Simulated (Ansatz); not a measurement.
`O[Si](O)(F)[SiH2]F` → `O[Si]O` + `F[SiH2]F`  (silylene formation by 1,1-elimination)

Program: Ansatz. Geometries: PBE0-D4/def2-TZVP. ΔE: electronic, gas phase. CCSD(T)/CBS adds triple-zeta CCSD(T) − MP2 to the extrapolated MP2 energy (def2 sets, frozen cores). This one scheme is used for every species. DFT in def2-TZVPP. Each species was taken in one conformer, which may not be the lowest.

`O[Si](O)(F)[SiH2]F`:

Z-matrix (Å, degrees):
```
Si
O 1 1.623
F 1 1.600 2 111.3
O 1 1.634 2 108.2 3 117.7
Si 1 2.342 2 106.6 3 -118.3
H 2 0.960 1 119.3 3 -79.3
H 4 0.959 1 118.5 2 -160.0
F 5 1.609 1 108.0 2 -175.6
H 5 1.485 1 112.2 2 65.4
H 5 1.485 1 111.1 2 -57.6
```

`O[Si]O`:

Z-matrix (Å, degrees):
```
O
Si 1 1.642
H 1 0.964 2 117.5
O 2 1.663 1 99.4 3 0.0
H 4 0.960 2 116.1 1 180.0
```

`F[SiH2]F`:

Z-matrix (Å, degrees):
```
Si
F 1 1.586
F 1 1.586 2 108.0
H 1 1.474 2 108.5 3 117.4
H 1 1.474 2 108.5 3 -117.4
```

```
             species  CAM-B3LYP-D4 energy (Eh)
`O[Si](O)(F)[SiH2]F`                -931.88248
            `O[Si]O`                -441.25798
          `F[SiH2]F`                -490.57753
```

Problem. Work out ΔE.

Solution. ΔE = (-441.25798) + (-490.57753) − (-931.88248) = 0.04697 Eh = +29.5 kcal/mol. CCSD(T)/CBS gives +28.9 kcal/mol.

Largest T1 diagnostic among the species: 0.015.

From BLYP to BHLYP (50 % exact exchange), in def2-TZVPP and without D4, ΔE moves by +7.7 kcal/mol. At CCSD(T), def2-SVP lies −4.1 kcal/mol from the extrapolated value and def2-TZVPP −1.4 kcal/mol. The D4 term adds +3.8 kcal/mol with B3LYP and +2.1 kcal/mol with PBE0; it sums over pairs of atoms, weighted by their polarisabilities, and B3LYP, whose exchange is more repulsive, gets the larger term.

B3LYP here is the variant with VWN-RPA as its local correlation; programs differ in this.
